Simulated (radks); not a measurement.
Values are calculated unless marked as measured or tabulated.
Ionisation of the lanthanum ion La+, [Xe] 5d2, to La2+, [Xe] 5d1, under several functionals. Scalar-relativistic Kohn-Sham, spin-unpolarised, spherical densities, finite nucleus; a radial shooting solver on a logarithmic mesh with Libxc functionals.

[
 {"functional": "MS2 meta-GGA", "E(La+) (hartree)": "-8492.5196", "Exc (hartree)": "-202.6680", "IE (eV)": "10.583", "-e(HOMO) (eV)": "6.999", "<r> HOMO (bohr)": "2.896", "IE error (eV)": "-0.602"},
 {"functional": "TASK exchange with Perdew-Wang LDA correlation", "E(La+) (hartree)": "-8492.1313", "Exc (hartree)": "-201.7957", "IE (eV)": "9.610", "-e(HOMO) (eV)": "6.059", "<r> HOMO (bohr)": "2.777", "IE error (eV)": "-1.574"},
 {"functional": "r2SCAN", "E(La+) (hartree)": "-8493.7353", "Exc (hartree)": "-203.6232", "IE (eV)": "10.483", "-e(HOMO) (eV)": "6.911", "<r> HOMO (bohr)": "2.885", "IE error (eV)": "-0.702"}
]

NIST Atomic Spectra Database: 11.185 eV (measured). Closest: MS2 meta-GGA. The Delta-SCF values span 0.97 eV, the total energies 1.60 hartree. The highest occupied level is 5d. Spin polarisation and multiplet splitting are left out, so open shells lie too high by an amount that depends on their filling. Spin-orbit splitting is averaged out at the scalar-relativistic level.

Beside tabulated values, note that spin-unpolarised runs miss the spin-polarisation part of the exchange energy of open shells.
